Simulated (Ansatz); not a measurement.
`N=C[Si](O)(F)[SiH3]`, charge 0, multiplicity 1.

(1) Give a relaxed structure at PBE0-D4/def2-TZVP (the Gaussian-basis code of Ansatz). (Estimate.)

## Answers

(1) Ansatz gave: 
Cartesian coordinates in Å:
```
N 1.850 1.459 -0.473
C 0.811 1.334 0.249
Si 0.244 -0.458 0.489
O 1.361 -1.333 -0.309
F 0.287 -0.747 2.064
Si -1.918 -0.955 -0.253
H 2.150 2.430 -0.576
H 0.302 2.197 0.699
H 2.069 -0.761 -0.641
H -2.913 -0.146 0.502
H -2.211 -2.398 -0.052
H -2.031 -0.623 -1.698
```
This is one stationary point; other conformers may exist.
